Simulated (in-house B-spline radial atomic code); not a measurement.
**LC-wPBE excitations of Si⁴⁺**

Method: LC-wPBE. Computed with a B-spline radial code for spherical atoms: linear response of the closed shell [He] 2s2 2p6 with the functional's adiabatic kernel; scalar-relativistic (spin-free one-electron X2C), finite nucleus, no spin-orbit coupling, no double excitations, S, P, D and F terms only. Only terms of natural parity with L up to 3 were computed.

Command:
```bash
python run_td.py task.json out
```
Settings (radii: box in bohr, nucleus in fm):
```
Z                        14
electrons                10
configuration            [He] 2s2 2p6
hamiltonian              x2c
method                   lc_wpbe
box_radius               19.1
rms_radius               3.1224
intervals                73
```

Time taken, with all properties: 0.5 s on 1 thread of Intel(R) Xeon(R) Platinum 8559C (Emerald Rapids), on a shared host.

The lowest states, in the order of their Tamm-Dancoff energies; the method's threshold (minus the highest occupied level) is 154.49 eV. Labels give the largest channel, * marks a mixed state, and oscillator strengths are full-response dipole values. Semilocal kernels can invert the small singlet-triplet splittings of Rydberg terms. Energies in eV:

| state | full response | Tamm-Dancoff | oscillator strength |
| --- | --- | --- | --- |
| 2p → 3s 3P | 97.23 | 97.24 | - |
| 2p → 3s 1P | 98.17 | 98.20 | 0.191 |
| 2p → 3p 3S | ? | ? | - |
| 2p → 3p 3D | 106.46 | 106.47 | - |
| 2p → 3p 1D | ? | ? | - |
| 2p → 3p 1S | 111.48 | 111.88 | - |
| 2p → 3d 3P | 118.40 | 118.41 | - |
| 2p → 3d 3F | 118.51 | 118.52 | - |
| 2p → 3d 1F | 118.83 | 118.83 | - |
| 2p → 3d 1P | 120.03 | 120.09 | 0.793 |

Where does 2p → 3p 3S lie?

At 105.84 eV in full response, 105.87 eV in Tamm-Dancoff.

Where does 2p → 3p 1D lie?

At 107.15 eV in full response, 107.15 eV in Tamm-Dancoff.

How large is the singlet-triplet splitting of 2p → 3s (P terms) in Tamm-Dancoff?

0.96 eV, from the unrounded values.

What polarisabilities and dispersion coefficient does the method give?

Dipole 0.1711 bohr³, quadrupole 0.1129 bohr⁵, C6 0.1277 hartree·bohr⁶ for two such species.
